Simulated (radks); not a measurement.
The numbers below are computed, except where a source is named.
Fractional charge and spin in the 6s shell of samarium: the spin-up occupation runs from 0 to 1 and the spin-down occupation from 0 to 1; the fullest corner is Sm, [Xe] 4f(up 3, down 3) 6s(up 1, down 1). Code: a radial shooting solver on a logarithmic mesh with Libxc functionals. Model: scalar-relativistic Kohn-Sham, PBE, spin-polarised, spherical densities, point nucleus. Energy (eV) minus the two flat planes that join the four corners (they meet along the diagonal where the two added fractions sum to one electron); zero is where a piecewise linear energy would lie.

| down \ up | 0 | 0.25 | 0.5 | 0.75 | 1 |
|---|---|---|---|---|---|
| 0 | 0.000 | -0.487 | -0.644 | -0.478 | 0.000 |
| 0.25 | -0.487 | -0.594 | -0.386 | 0.131 | -0.421 |
| 0.5 | -0.644 | -0.386 | 0.174 | -0.338 | -0.558 |
| 0.75 | -0.478 | 0.131 | -0.338 | -0.518 | -0.415 |
| 1 | 0.000 | -0.421 | -0.558 | -0.415 | 0.000 |

Corners above the fullest one (they belong to Sm+ and the next ion): (up 1, down 0) 5.773 eV, (up 0, down 1) 5.773 eV, (up 0, down 0) 17.036 eV. With half an added electron in each spin the energy lies 0.174 eV from the planes, and with half an added electron in spin up alone -0.644 eV. The planes are only a guide here: the flat-plane condition holds for ground states with one frontier orbital, while this shell lies below other occupied shells, so the corners above the fullest one are inner-hole states and not the ground states of those ions.
